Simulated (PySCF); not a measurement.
Geometry (Å), atoms numbered from 1 in this order:
```xyz
10

Si   -1.2966    0.9186   -0.6047
O    -0.5166   -0.0294    0.5371
B     0.7189   -0.4910    0.8191
P     2.2922   -0.1228   -0.2350
H    -0.3248    1.4183   -1.6210
H    -2.3417    0.0813   -1.2530
H    -1.9228    2.0622    0.1114
H     0.8679   -1.0946    1.8610
H     1.7632   -0.3201   -1.5431
H     2.8748   -1.4133   -0.0979
```

Geometry: PBE0-D3(BJ)/def2-SVP; GIAO absolute shieldings from PySCF 2.14, gas phase, non-relativistic, averaged over equivalent atoms.

At PBE0/pcSseg-1 (112 basis functions, 13 s wall time on 1 thread of an Arm Neoverse N1, shared host):
```csv
atoms,σ (ppm)
Si1,385.2
O2,141.5
B3,41.1
P4,531.5
H8,24.82
H5/H6/H7,26.19
H9/H10,28.80
```

**Question.** Predict the values at wB97X-D/pcSseg-2 on the same geometry.

**Answer.** 
```csv
atoms,σ at wB97X-D/pcSseg-2,change
Si1,378.6,-6.6
O2,144.6,+3.1
B3,39.9,-1.2
P4,521.9,-9.6
H8,24.95,+0.13
H5/H6/H7,26.25,+0.06
H9/H10,28.91,+0.11
```

The largest change is at P4 (phosphorus bonded to B, 2 H). Cost: 242 basis functions, 47 s wall time on 1 thread of an Arm Neoverse N1, shared host.
